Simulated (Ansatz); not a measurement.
Conformers of C₂H₇F₂NSi₂ (`C=C[SiH](F)N[SiH2]F`), each relaxed with PBE0-D4/def2-TZVP in Ansatz. CBS adds the triple-zeta coupled-cluster correction to the MP2 limit.

Not all of them had a frequency check.

Conformer A:

```xyz
14

C     0.380    2.285    0.776
C    -0.477    1.356    0.357
Si   -0.572   -0.322    1.116
F     0.552   -0.388    2.256
N    -0.312   -1.521   -0.085
Si    0.519   -1.378   -1.575
F    -0.448   -0.853   -2.739
H     0.429    3.271    0.323
H     1.071    2.094    1.591
H    -1.147    1.600   -0.466
H    -1.855   -0.619    1.793
H    -0.733   -2.423    0.096
H     1.603   -0.384   -1.450
H     0.991   -2.717   -1.994
```

Conformer B:

```xyz
14

C    -0.513   -0.268   -2.348
C    -0.772   -0.632   -1.094
Si   -1.119    0.628    0.206
F    -2.512    0.309    0.929
N     0.124    0.617    1.393
Si    1.547   -0.328    1.466
F     2.739    0.305    0.606
H    -0.499    0.776   -2.647
H    -0.302   -0.991   -3.131
H    -0.779   -1.693   -0.852
H    -1.276    1.974   -0.394
H     0.055    1.338    2.099
H     2.021   -0.368    2.867
H     1.288   -1.668    0.900
```

(1) Which is lowest in electronic energy at CCSD(T)/CBS (frozen core, def2 sets), and by how much? (An estimate is asked.)

(2) Give the energies relative to A (kJ/mol) with PBE0-D4/def2-TZVPP, B3LYP-D4/def2-TZVPP, B3LYP/def2-TZVPP, HF/def2-TZVPP, SCS-MP2/def2-TZVPP, CCSD(T)/def2-TZVPP, HF/CBS(def2). (Best estimate.)

Answers

(1) The calculation gave: A; B lies 2.1 kJ/mol higher.

(2) Ansatz gave: 
```
              level    B
 PBE0-D4/def2-TZVPP  2.7
B3LYP-D4/def2-TZVPP  2.9
   B3LYP/def2-TZVPP  2.4
      HF/def2-TZVPP  2.3
 SCS-MP2/def2-TZVPP  2.0
 CCSD(T)/def2-TZVPP  2.2
       HF/CBS(def2)  2.0
```

B3LYP here is the variant with VWN-RPA as its local correlation; programs differ in this.
